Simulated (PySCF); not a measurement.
C3H9ClSi2, SMILES C/C=C(/[SiH3])[SiH2]Cl. Heavy atoms are numbered as in [CH3:1]/[CH:2]=[C:3](/[SiH3:4])[SiH2:5][Cl:6]. Hydrogens are named by the atom that carries them.

The structure is a stationary point at PBE0-D3(BJ)/def2-SVP. The structure was generated by enumeration; whether it is a known compound was not checked. Other conformers were not sampled.

Method: M06-2X/def2-TZVP (PySCF).

Atomic charges (e), one atom of each kind:

| atom | Löwdin | Mulliken |
|---|---|---|
| C1 (CH3) | -0.29 | -0.45 |
| C2 (CH) | -0.17 | -0.04 |
| C3 | ? | -0.30 |
| Si4 (SiH3) | 0.27 | 0.19 |
| Si5 (SiH2) | ? | 0.34 |
| Cl6 | 0.18 | -0.25 |
| H on C1 | 0.14 | 0.16 |
| H on C2 | ? | 0.14 |
| H on Si4 | ? | -0.02 |
| H on Si5 | ? | 0.00 |

### Question
Complete the blanks. (An estimate is asked for; the answer gives what the named calculation found.)

### Answer

- C3, Löwdin: -0.40
- Si5 (SiH2), Löwdin: 0.01
- H on C2, Löwdin: 0.15
- H on Si4, Löwdin: -0.03
- H on Si5, Löwdin: -0.03

Computed Mayer and Wiberg (Löwdin basis) orders of the bonds:
```
bond     Mayer  Wiberg
-------  -----  ------
C1–C2     0.93    1.31
C2–C3     1.77    1.96
C3–Si4    0.96    1.11
C3–Si5    0.98    1.10
Si5–Cl6   1.12    1.77
```
